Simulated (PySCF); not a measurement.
Geometry:
```tsv
atom	x (Å)	y (Å)	z (Å)
B1	-1.242	2.026	-0.353
C2	-0.229	0.919	0.052
C3	0.959	0.655	-0.873
C4	2.081	-0.094	-0.164
C5	1.566	-1.184	0.725
C6	0.282	-1.311	1.070
C7	-0.810	-0.386	0.607
C8	-1.748	-1.082	-0.366
F9	-1.570	-0.060	1.733
H10	-0.852	2.974	-0.999
H11	-2.387	2.016	0.031
H12	0.166	1.456	0.955
H13	1.329	1.603	-1.293
H14	0.613	0.057	-1.734
H15	2.794	-0.511	-0.895
H16	2.677	0.607	0.452
H17	2.297	-1.898	1.122
H18	-0.042	-2.125	1.727
H19	-1.231	-1.322	-1.305
H20	-2.610	-0.433	-0.583
H21	-2.122	-2.020	0.070
```

Geometry: PBE0-D3(BJ)/def2-SVP; GIAO shifts from PySCF, gas phase, non-relativistic, averaged over equivalent atoms.

At PBE0/pcSseg-1 (213 basis functions, 76 s wall time on 1 thread of an Arm Neoverse N1, shared host):
```
      atoms  δ (ppm)
         B1     86.9
         C6    142.3
         C5    137.0
         C7     91.8
         C2     57.2
         C4     29.5
         C8     28.5
         C3     27.7
         F9   -167.6
    H10/H11     7.68
        H18     6.07
        H17     5.89
        H16     2.23
        H13     2.19
        H15     2.00
        H14     1.69
H19/H20/H21     1.42
        H12     0.99
```

Shifts are taken against calculated references (same method and geometry level): 11B (100.73 ppm) vs BF3·OEt2; TMS for 13C (184.41 ppm), 1H (31.27 ppm); CFCl3 for 19F (177.25 ppm).

What do these become at wB97X-D/pcSseg-1?

## Answers


| atoms | δ at wB97X-D/pcSseg-1 | change |
| --- | --- | --- |
| B1 | 82.2 | -4.7 |
| C6 | 143.0 | +0.7 |
| C5 | 137.5 | +0.5 |
| C7 | 91.8 | +0.0 |
| C2 | 54.9 | -2.3 |
| C4 | 28.5 | -1.0 |
| C8 | 28.8 | +0.3 |
| C3 | 27.1 | -0.6 |
| F9 | -162.9 | +4.7 |
| H10/H11 | 7.42 | -0.26 |
| H18 | 6.05 | -0.02 |
| H17 | 5.86 | -0.03 |
| H16 | 2.13 | -0.10 |
| H13 | 2.11 | -0.08 |
| H15 | 1.93 | -0.07 |
| H14 | 1.60 | -0.09 |
| H19/H20/H21 | 1.42 | +0.00 |
| H12 | 0.89 | -0.10 |

Scale: 11B (101.61 ppm) against BF3·OEt2; 13C (184.54 ppm), 1H (31.38 ppm) against TMS; CFCl3 for 19F (187.16 ppm) (reference shieldings calculated alike).

The largest change is at B1 (boron bonded to C, 2 H). Cost: 213 basis functions, 98 s wall time on 1 thread of an Arm Neoverse N1, shared host. The order of the carbon signals changes between the two levels.

A carbon bonded to boron is broadened by the quadrupolar boron nucleus and is often missing from a measured spectrum. Unscaled 19F shifts against computed CFCl3 carry errors that often reach 10 to 50 ppm.
